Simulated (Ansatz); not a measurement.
ScCl3. Total charge 0; singlet. Geometry B3LYP-D4/def2-SVP; atoms count from 1.

Cartesian coordinates in Å:
```
Sc 0.005 -0.003 0.002
Cl 0.988 2.028 0.267
Cl 0.049 -1.030 -2.023
Cl -1.043 -0.995 1.755
```

Estimate the Mulliken populations from the PBE0/def2-TZVP orbitals of Ansatz.


```csv
atom,charge (e),d electrons
Sc1,1.16,1.25
Cl2,-0.39,–
Cl3,-0.39,–
Cl4,-0.39,–
```
Mulliken values depend strongly on the basis.

And the Mayer bond orders between heavy atoms (over 0.3)?

Sc1–Cl2 1.08 (2.27 Å); Sc1–Cl3 1.08 (2.27 Å); Sc1–Cl4 1.08 (2.27 Å).
